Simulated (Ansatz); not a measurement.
Z-matrix (Å, degrees):
```
Si
N 1 1.7316
H 2 1.0079 1 120.87
H 2 1.0096 3 111.53 1 145.38
N 1 1.7318 2 107.63 3 -91.99
H 5 1.0080 1 120.75 2 152.09
H 5 1.0096 6 111.54 1 145.43
N 1 1.7321 2 107.60 3 152.23
H 8 1.0080 1 120.79 2 -91.99
H 8 1.0096 9 111.46 1 145.29
```
Charge 0, spin multiplicity 2.

All values below come from Ansatz (an electronic-structure program) with frozen-core CCSD(T)/cc-pVTZ // B3LYP-D3(BJ)/def2-TZVP.

| Property | Value |
|---|---|
| HF energy | -455.91187 Ha |
| MP2 correlation energy | -0.74841 Ha |

Task: Estimate the CCSD correlation energy, the (T) correction, the total energy and the T1 diagnostic.

Result: 
| Property | Value |
|---|---|
| CCSD correlation energy | -0.77783 Ha |
| (T) correction | -0.03016 Ha |
| CCSD(T) total energy | -456.71986 Ha |
| T1 diagnostic | 0.014 |
